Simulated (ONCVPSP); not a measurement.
I: one change to an ONCV potential, before and after

I, optimised norm-conserving Vanderbilt (ONCV), made with ONCVPSP 4.0.1 (PBEsol, scalar-relativistic). Core [Kr] 4d10, reference 5s2 5p5. Waves: 5s: rc 1.50 bohr, ncon 5, nbas 9, qcut 3.8 1/bohr, 2 projectors, debl 4 Ha; 5p: rc 2.05 bohr, ncon 4, nbas 7, qcut 3.4 1/bohr, 2 projectors, debl 1.1 Ha; d scattering state at 0.07 Ha: rc 2.10 bohr, ncon 4, nbas 8, qcut 4.5 1/bohr, 2 projectors, debl 2.9 Ha. Local part: polynomial inside 1.10 bohr (lpopt 2, dvloc0 1 Ha). Core correction: none.

Change: p: debl 0.25. In the p channel the program set the typed energies aside and used -0.261, 0.250 Ha.

Cutoffs: the cutoffs (Ha) at which the residual kinetic energy of the hardest occupied pseudo-wave falls to 1 and 0.1 mHa per electron; they do not see the model core or the augmentation charge, which bear on the density cutoff. Errors are all-electron minus pseudo energies relative to the spin-unpolarised reference configuration.

Question: How do hardness, ghosts and transferability respond?

Answer: The potential gets neither clearly harder nor softer (92 Ha and 106 Ha → 92 Ha and 106 Ha); both files keep a bound ghost (s); the errors of the 3 common tests hardly move.

```csv
quantity,base,changed
"cutoff, loose",92 Ha,92 Ha
"cutoff, tight",106 Ha,106 Ha
bound ghosts,s,s
GHOST(+) flags under 300 eV,p at 93.9 eV,p at 88.6 eV
tests with a reliable result,3 of 4,3 of 4
"error for 5s2 5p4, meV [ΔE 11.15 eV]",-7.3,-7.3
"error for 5s2 5p3, meV [ΔE 31.04 eV]",-32,-32
"error for 5s1 5p5, meV [ΔE 22.16 eV]",-2.0,-1.8
s: phases at 1.53 bohr within 0.05 rad from the reference energy up to (Ha; the scan ends near 5),to the end of the scan,to the end of the scan
p: phases at 2.08 bohr within 0.05 rad from the reference energy up to (Ha; the scan ends near 5),2.9,2.6
d: phases at 2.13 bohr within 0.05 rad from the reference energy up to (Ha; the scan ends near 5),3.8,3.8
```

 A true bound ghost makes a file unfit for plane-wave use even where its test errors are small: the radial tests pick states by their node count and pass the ghost by.
